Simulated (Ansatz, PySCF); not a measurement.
Molecule: NS, net charge 0, doublet state. 
Geometry from a B3LYP-D3(BJ)/def2-TZVP (Ansatz, a quantum-chemistry and plane-wave program) optimisation:
```
N
S 1 1.4918
```
Charge 0, spin multiplicity 2.

Total electronic energies in hartree. Valence correlation only, unless marked. UHF or UKS for open shells. No spin-orbit coupling. Non-relativistic. CBS marks a two-point X^-3 extrapolation of the correlation energy; Hartree-Fock from the larger set (for Q and 5 zeta extrapolated as (X+1)exp(-9√X)).

The UHF reference is spin-contaminated (<S^2> 0.24 over the pure value in the largest basis). The T1 diagnostic of CCSD in the largest basis is 0.063, which is high, so the coupled-cluster rows are less sure than usual.

```tsv
level	program	energy (Eh)
TPSS-D3(BJ)/def2-TZVPD	PySCF + dftd3	-452.93817
PBE0/def2-TZVPD	Ansatz	?
RI-MP2/cc-pV(T+d)Z	Ansatz	-452.26650
SCS-MP2/def2-SVP	Ansatz	-451.98267
CCSD/def2-TZVPPD	Ansatz	-452.30876
CCSD/cc-pV(5+d)Z	Ansatz	-452.35161
CCSD/CBS(def2-TZVPPD,def2-QZVPPD)	Ansatz	-452.3591
CCSD(T)/STO-3G	Ansatz	-446.94950
CCSD(T)/CBS(cc-pV(Q+d)Z,cc-pV(5+d)Z)	Ansatz	-452.3861
```

### Question
Some entries are withheld; supply them.

### Answer

- PBE0/def2-TZVPD, energy (Eh): -452.69747
